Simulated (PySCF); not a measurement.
**Field gradients at the hydrogen positions**

Species: CH10FPSi3.
Geometry (GFN2-xTB, Å), atoms numbered from 1 in this order:
```xyz
16
CH10FPSi3 angstrom
F     -0.528   -1.970    1.348
Si     0.010   -1.034    0.138
C     -1.138    0.476    0.051
Si    -3.007    0.107    0.125
Si     2.190   -0.510    0.711
P      3.028    0.900   -0.823
H     -0.196   -1.904   -1.019
H     -0.895    1.156    0.870
H     -0.920    1.026   -0.865
H     -3.727    1.384    0.070
H     -3.323   -0.577    1.377
H     -3.385   -0.721   -1.022
H      3.116   -1.651    0.696
H      2.326    0.073    2.059
H      2.312    1.999   -0.389
H      4.131    1.253   -0.073
```

Level: PBE0/pcSseg-1 (PySCF, non-relativistic); Q(2H) = 0.00286 b; rigid geometry, the same for H and D, with no vibrational averaging.

Question: Rank these positions by the coupling χzz of a deuteron there, largest first.
A. H8 (methylene hydrogen)
B. H11 (Si–H hydrogen)
C. H16 (P–H hydrogen)
D. H14 (Si–H hydrogen)

Answer: A (212 kHz), C (147 kHz), B (110 kHz), D (105 kHz).

Q: What are Vzz, η and χzz (234.96 MHz × Q × Vzz) at all hydrogens?

A: 
```
atom  bonded to  bond length (Å)  Vzz (au)     η  χzz (kHz)
  H7        Si2            1.462    0.1601  0.01        108
  H8         C3            1.092    0.3160  0.00        212
  H9         C3            1.091    0.3193  0.00        215
 H10        Si4            1.467    0.1597  0.01        107
 H11        Si4            1.461    0.1635  0.01        110
 H12        Si4            1.464    0.1620  0.02        109
 H13        Si5            1.470    0.1597  0.01        107
 H14        Si5            1.475    0.1564  0.01        105
 H15         P6            1.382    0.2164  0.08        145
 H16         P6            1.379    0.2193  0.07        147
```

Q: Average by the element that carries the hydrogen.

A: on Si: 108 kHz over 6 positions, mean bond length 1.467 Å; on C: 213 kHz over 2 positions, mean bond length 1.091 Å; on P: 146 kHz over 2 positions, mean bond length 1.381 Å.

Q: How does χzz go with the bond length over the 6 Si–H bonds?

A: A straight-line fit has a slope of -2.8 kHz for each 0.01 Å, with a correlation coefficient of -0.88, over lengths from 1.461 to 1.475 Å. The longer bonds have the smaller couplings here.

Geometry: GFN2-xTB, one conformer, isolated molecule. GFN2-xTB bond lengths can be off by several hundredths of an ångström, more for odd bonds, and the gradients follow them. The small basis limits the accuracy of the gradients.
